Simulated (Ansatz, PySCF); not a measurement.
Species: sum formula BNH5, charge 1, multiplicity 1. It need not be the lowest isomer of its formula. 
Geometry from a B3LYP-D3(BJ)/def2-TZVP (Ansatz, an electronic-structure program) optimisation:
SMILES: B[NH3+]
```xyz
7

B     -0.9073     0.0420     0.1466
N      0.6244    -0.0274    -0.0870
H     -1.4665    -0.9934     0.1368
H     -1.3564     1.1212     0.2798
H      1.1357     0.7814     0.2790
H      1.0510    -0.8833     0.2824
H      0.8017    -0.0441    -1.1023
```
Charge +1, spin multiplicity 1.

Total electronic energies in hartree. Correlated levels leave the core frozen unless marked. Spin-orbit coupling is left out. Non-relativistic unless marked X2C. CBS marks a two-point X^-3 extrapolation of the correlation energy; Hartree-Fock from the larger set. [CCSD(T)-MP2]/basis is that difference in the basis named.

| level | program | energy (Eh) |
|---|---|---|
| HF/def2-QZVPPD | Ansatz | -81.84472 |
| RI-HF/def2-QZVPP | Ansatz | -81.84471 |
| SVWN5/def2-TZVPD | PySCF | -81.57950 |
| PBE/def2-TZVPD | Ansatz | ___ |
| r2SCANh-D4/def2-TZVPD | Ansatz + dftd4 | -82.31005 |
| B2PLYP-D4/def2-TZVPD | Ansatz + dftd4 | -82.29146 |
| MP2/def2-TZVPPD | Ansatz | -82.15598 |
| RI-MP2/def2-QZVPPD | Ansatz | -82.18033 |
| RI-MP2/CBS(def2-TZVPP,def2-QZVPP) | Ansatz | -82.1955 |
| SCS-MP2/cc-pwCVTZ | Ansatz | -82.16874 |
| CCSD/CBS(cc-pVTZ,cc-pVQZ) | Ansatz | -82.2161 |
| CCSD(T)/cc-pVQZ | Ansatz | -82.21451 |
| X2C-CCSD(T)/cc-pVTZ-DK | Ansatz | -82.22633 |
| RI-MP2/CBS(aug-cc-pVTZ,aug-cc-pVQZ)+[CCSD(T)-MP2]/aug-cc-pVTZ | Ansatz | -82.2326 |
| CCSD(T)/CBS(cc-pVTZ,cc-pVQZ) | Ansatz | -82.2277 |

### Question
Complete the blanks.

### Answer

- PBE/def2-TZVPD, energy (Eh): -82.24282
